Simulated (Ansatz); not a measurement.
CH$_{4}$BOSb (`[BH]1C[O][SbH]1`), 8 atoms. Total charge 0; spin multiplicity 1. Correlated methods include outer-core shells of Sb, which these sets cover unevenly. Sb: def2 effective core potential. All runs use 2 threads of an Arm Neoverse V2 on a shared host. Correlated methods freeze the cores.

Problem. Give the basis size and wall time and peak host memory of each of these runs in Ansatz. RKS r2SCAN-D4/def2-TZVPP energy and forces; RKS PBE0-D4/def2-TZVP relaxation (8 steps); RKS PBE0-D4/def2-QZVPP energy; RKS PBE0-D4/def2-SVP energy; RKS ωB97M-V/def2-TZVPP energy and forces; RKS B3LYP-D4/def2-TZVPP energy and forces; RKS ωB97M-V/def2-QZVPP energy; RKS ωB97M-V/def2-SVP energy; RHF-MP2/def2-QZVPP energy; direct RPA on PBE orbitals/def2-TZVPP energy; RHF-CCSD(T)/def2-SVP energy; RKS BLYP-D4/def2-TZVPP energy. (Estimate.)

Solution. Ansatz gave: Other jobs shared the machine, so times are rough.

```csv
level,job,functions,wall time,peak host memory (GiB)
RKS PBE0-D4/def2-SVP,energy,88,1.1 s,0.17
RKS BLYP-D4/def2-TZVPP,energy,199,2.1 s,0.21
RKS B3LYP-D4/def2-TZVPP,energy and forces,199,4.2 s,0.44
RKS ωB97M-V/def2-SVP,energy,88,4.6 s,0.25
RHF-CCSD(T)/def2-SVP,energy,88,4.7 s,0.35
RKS r2SCAN-D4/def2-TZVPP,energy and forces,199,4.8 s,0.24
RKS PBE0-D4/def2-QZVPP,energy,373,7 s,1
direct RPA on PBE orbitals/def2-TZVPP,energy,199,7.5 s,0.48
RKS ωB97M-V/def2-TZVPP,energy and forces,199,13 s,0.58
RHF-MP2/def2-QZVPP,energy,373,19 s,1.8
RKS ωB97M-V/def2-QZVPP,energy,373,19 s,1.2
RKS PBE0-D4/def2-TZVP,relaxation (8 steps),167,30 s,0.37
```

B3LYP here is the variant with VWN-RPA as its local correlation; programs differ in this.
